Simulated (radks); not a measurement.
The numbers below are computed, except where a source is named.
Cd II, 47 electrons, occupied as [Kr] 4d10 5s1.

Code: a radial shooting solver on a logarithmic mesh with Libxc functionals. Model: non-relativistic Kohn-Sham, PBE, spin-polarised, spherical densities, point nucleus; open shells are filled with parallel spins first (spin-orbit coupling, left out, can overturn this in heavy ions); relativity is left out, which matters for an element this heavy.

Energy parts (hartree):
part                        energy
total                  -5466.73896
kinetic                 5464.49893
electron-nucleus      -12999.75769
Hartree                 2219.06498
exchange-correlation    -150.54519

Orbitals (lengths in bohr, moments of r in powers of bohr; r(90%) holds 90 % of the orbital's charge):
1s up: occ. 1; eigenvalue (hartree) -942.8952; r(90%) 0.0564
1s down: occ. 1; eigenvalue (hartree) -942.8943; r(90%) 0.0564
2s up: occ. 1; eigenvalue (hartree) -137.2675; r(90%) 0.211
2s down: occ. 1; eigenvalue (hartree) -137.2674; r(90%) 0.211
2p up: occ. 3; eigenvalue (hartree) -127.9874; r(90%) 0.190
2p down: occ. 3; eigenvalue (hartree) -127.9872; r(90%) 0.190
3s up: occ. 1; eigenvalue (hartree) -25.73048; r(90%) 0.545
3s down: occ. 1; eigenvalue (hartree) -25.72978; r(90%) 0.545
3p up: occ. 3; eigenvalue (hartree) -21.96085; r(90%) 0.545
3p down: occ. 3; eigenvalue (hartree) -21.96018; r(90%) 0.545
3d up: occ. 5; eigenvalue (hartree) -14.98542; r(90%) 0.528
3d down: occ. 5; eigenvalue (hartree) -14.98496; r(90%) 0.528
4s up: occ. 1; eigenvalue (hartree) -3.91590; r(90%) 1.32
4s down: occ. 1; eigenvalue (hartree) -3.91472; r(90%) 1.32
4p up: occ. 3; eigenvalue (hartree) -2.71038; r(90%) 1.44
4p down: occ. 3; eigenvalue (hartree) -2.70842; r(90%) 1.44
4d up: occ. 5; eigenvalue (hartree) -0.78045; r(90%) 2.01
4d down: occ. 5; eigenvalue (hartree) -0.77227; r(90%) 1.99
5s up: occ. 1; eigenvalue (hartree) -0.46911; r(90%) 4.07
5s down: occ. 0; eigenvalue (hartree) -0.43462; r(90%) 4.05

The highest occupied level is 5s up at -12.765 eV. The density falls to 0.001 e/bohr^3 at r = 3.90 bohr. The spin density at the nucleus is 11.43 e/bohr^3 (1s 0.05, 2s 0.03, 3s 0.00, 4s -0.05, 5s 11.41). The electron density at the nucleus is 7.767e+04 e/bohr^3. Spin moment in Bohr magnetons: 1. Virial ratio -V/T = 2.00041.
